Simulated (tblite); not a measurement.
Compound: C5H11ClO2S.
Bonds: C1–C2, C2–C3, C2–C4, C2–C5, C5–S6, S6–O7 (double), S6–O8 (double), S6–Cl9. Hydrogens: H10, H11, H12 on C1; H13, H14, H15 on C3; H16, H17, H18 on C4; H19, H20 on C5.

Computed with GFN2-xTB (tblite), gas phase: L-BFGS steps from a force-field or distance-geometry start until the largest atomic force falls under 0.01 eV/Å.

Step 79: E = -877.8910 eV
```
atom  x, y, z in Å  |  force x, y, z in eV/Å
C1     -0.7097    0.8736   -1.0435    0.001   0.044  -0.002
C2     -0.4962   -0.0167    0.1799    0.021   0.016   0.010
C3     -1.7485   -0.8726    0.4353    0.037   0.037   0.006
C4     -0.1857    0.8498    1.4149   -0.007   0.006   0.026
C5      0.6564   -0.9686   -0.1014   -0.014  -0.036   0.030
S6      2.1994   -0.1182   -0.5100   -0.001   0.014  -0.040
O7      3.2985   -0.9597   -0.1589   -0.032   0.014   0.050
O8      2.2460    1.2521   -0.1197    0.033   0.012  -0.019
Cl9     2.1368   -0.1392   -2.5532    0.009   0.029  -0.021
H10    -1.5450    1.5474   -0.8668   -0.034  -0.029  -0.034
H11    -0.9197    0.2838   -1.9328   -0.015  -0.007   0.005
H12     0.1743    1.4778   -1.2249   -0.012  -0.012  -0.011
H13    -1.8684   -1.6368   -0.3305   -0.006   0.071  -0.010
H14    -2.6338   -0.2411    0.4293    0.026  -0.028   0.050
H15    -1.6768   -1.3663    1.4024   -0.024  -0.022  -0.048
H16     0.7713    0.5909    1.8577    0.018  -0.039  -0.009
H17    -0.1405    1.9015    1.1515    0.044   0.009  -0.045
H18    -0.9503    0.7374    2.1785   -0.059  -0.037   0.006
H19     0.9093   -1.5847    0.7565    0.032  -0.022   0.027
H20     0.4774   -1.5996   -0.9678   -0.019  -0.020   0.031
```

Step 80: E = -877.8930 eV
```
atom  x, y, z in Å  |  force x, y, z in eV/Å
C1     -0.7106    0.8756   -1.0411   -0.016   0.011  -0.032
C2     -0.4963   -0.0160    0.1813    0.034   0.024   0.016
C3     -1.7464   -0.8742    0.4343    0.039   0.034   0.005
C4     -0.1857    0.8523    1.4153   -0.008   0.001   0.026
C5      0.6549   -0.9697   -0.1012   -0.003   0.003   0.028
S6      2.1978   -0.1196   -0.5156    0.014   0.011   0.079
O7      3.2927   -0.9614   -0.1513   -0.020  -0.006  -0.005
O8      2.2504    1.2502   -0.1224   -0.005   0.012  -0.057
Cl9     2.1383   -0.1435   -2.5564    0.015   0.026  -0.031
H10    -1.5513    1.5429   -0.8665   -0.037  -0.027  -0.035
H11    -0.9122    0.2862   -1.9335   -0.021   0.002   0.022
H12     0.1689    1.4863   -1.2193    0.015  -0.003  -0.004
H13    -1.8652   -1.6316   -0.3373   -0.020   0.052  -0.028
H14    -2.6324   -0.2453    0.4356   -0.004  -0.004   0.046
H15    -1.6731   -1.3768    1.3960   -0.012  -0.023  -0.021
H16     0.7704    0.5899    1.8587    0.006  -0.027  -0.005
H17    -0.1367    1.9033    1.1477    0.050  -0.008  -0.032
H18    -0.9517    0.7458    2.1791   -0.044  -0.045  -0.015
H19     0.9135   -1.5815    0.7591    0.017  -0.014  -0.006
H20     0.4696   -1.6021   -0.9657    0.000  -0.018   0.047
```

Step 81: E = -877.8943 eV
```
atom  x, y, z in Å  |  force x, y, z in eV/Å
C1     -0.7127    0.8756   -1.0397   -0.017   0.023  -0.020
C2     -0.4960   -0.0155    0.1830    0.031   0.026   0.016
C3     -1.7454   -0.8742    0.4340    0.032   0.020   0.001
C4     -0.1867    0.8540    1.4168   -0.005  -0.001   0.016
C5      0.6548   -0.9696   -0.1009    0.011   0.024   0.022
S6      2.1987   -0.1205   -0.5186    0.000   0.023   0.116
O7      3.2903   -0.9624   -0.1467    0.007  -0.036  -0.015
O8      2.2543    1.2495   -0.1267   -0.028   0.025  -0.062
Cl9     2.1473   -0.1461   -2.5589    0.005   0.020  -0.033
H10    -1.5533    1.5440   -0.8632   -0.015  -0.043  -0.040
H11    -0.9170    0.2850   -1.9304   -0.024   0.000   0.012
H12     0.1670    1.4856   -1.2215    0.010  -0.006   0.000
H13    -1.8654   -1.6245   -0.3438   -0.027   0.036  -0.043
H14    -2.6314   -0.2467    0.4425   -0.018   0.016   0.042
H15    -1.6728   -1.3866    1.3900    0.006  -0.020   0.000
H16     0.7687    0.5901    1.8609   -0.002  -0.023   0.001
H17    -0.1353    1.9042    1.1459    0.051  -0.013  -0.022
H18    -0.9552    0.7505    2.1792   -0.026  -0.047  -0.026
H19     0.9191   -1.5795    0.7596    0.000  -0.007  -0.022
H20     0.4659   -1.6022   -0.9645    0.008  -0.019   0.054
```

Step 82: E = -877.8960 eV
```
atom  x, y, z in Å  |  force x, y, z in eV/Å
C1     -0.7146    0.8766   -1.0369    0.004  -0.023  -0.011
C2     -0.4938   -0.0143    0.1863    0.012   0.018   0.003
C3     -1.7436   -0.8729    0.4327    0.003  -0.002  -0.001
C4     -0.1884    0.8549    1.4210    0.005  -0.004  -0.003
C5      0.6560   -0.9694   -0.0995    0.019   0.050   0.009
S6      2.2000   -0.1217   -0.5236   -0.017   0.053   0.113
O7      3.2893   -0.9611   -0.1413    0.036  -0.060  -0.016
O8      2.2564    1.2510   -0.1408   -0.047   0.019  -0.056
Cl9     2.1585   -0.1563   -2.5653   -0.009   0.010  -0.013
H10    -1.5568    1.5401   -0.8596   -0.049  -0.007  -0.028
H11    -0.9189    0.2859   -1.9271   -0.022  -0.015   0.005
H12     0.1615    1.4888   -1.2215    0.047   0.014   0.001
H13    -1.8663   -1.6135   -0.3537   -0.031   0.027  -0.046
H14    -2.6293   -0.2451    0.4494   -0.016   0.025   0.039
H15    -1.6742   -1.3978    1.3819    0.029  -0.012   0.010
H16     0.7649    0.5880    1.8691   -0.021  -0.017   0.006
H17    -0.1320    1.9044    1.1469    0.050  -0.023  -0.005
H18    -0.9631    0.7539    2.1785    0.004  -0.039  -0.038
H19     0.9282   -1.5766    0.7608   -0.018  -0.002  -0.029
H20     0.4611   -1.6042   -0.9605    0.021  -0.013   0.059
```

Q: Estimate the geometry and energy of step 83. (The exact step hangs on the optimiser's Hessian estimate; all steps are aligned on step 82, rigid shifts and turns removed.)

A: E = -877.8972 eV, largest force 0.090 eV/Å
```
atom  x, y, z in Å  |  force x, y, z in eV/Å
C1     -0.7169    0.8760   -1.0359    0.013   0.000   0.011
C2     -0.4919   -0.0131    0.1886   -0.015   0.006  -0.011
C3     -1.7422   -0.8715    0.4319   -0.019  -0.019  -0.004
C4     -0.1898    0.8556    1.4240    0.009  -0.008  -0.025
C5      0.6577   -0.9682   -0.0982    0.017   0.051   0.002
S6      2.2021   -0.1224   -0.5246   -0.020   0.063   0.061
O7      3.2900   -0.9614   -0.1384    0.042  -0.051   0.000
O8      2.2569    1.2526   -0.1500   -0.043   0.013  -0.032
Cl9     2.1700   -0.1614   -2.5683   -0.025   0.001   0.007
H10    -1.5581    1.5412   -0.8558   -0.027  -0.016  -0.026
H11    -0.9284    0.2838   -1.9229   -0.013  -0.021  -0.004
H12     0.1597    1.4863   -1.2263    0.033   0.007   0.001
H13    -1.8686   -1.6033   -0.3621   -0.031   0.021  -0.042
H14    -2.6275   -0.2429    0.4567   -0.007   0.030   0.036
H15    -1.6743   -1.4070    1.3753    0.045  -0.007   0.013
H16     0.7615    0.5874    1.8750   -0.022  -0.020   0.015
H17    -0.1298    1.9042    1.1475    0.045  -0.016   0.007
H18    -0.9692    0.7546    2.1769    0.021  -0.026  -0.037
H19     0.9350   -1.5752    0.7606   -0.032   0.003  -0.022
H20     0.4586   -1.6046   -0.9572    0.031  -0.010   0.051
```

The energy changes by -0.0013 eV. The first-order estimate −F·Δx gives -0.0018 eV and the mean of the old and new forces, exact on a quadratic surface, -0.0013 eV. The step makes an angle of 76° with the force vector and moves no atom by more than 0.013 Å.

What follows is the cost of the whole relaxation. Time: 2.2 s of wall time. Hardware: AMD EPYC 7R43, one thread, no GPU, shared host with 256 logical CPUs at a one-minute load of 87.
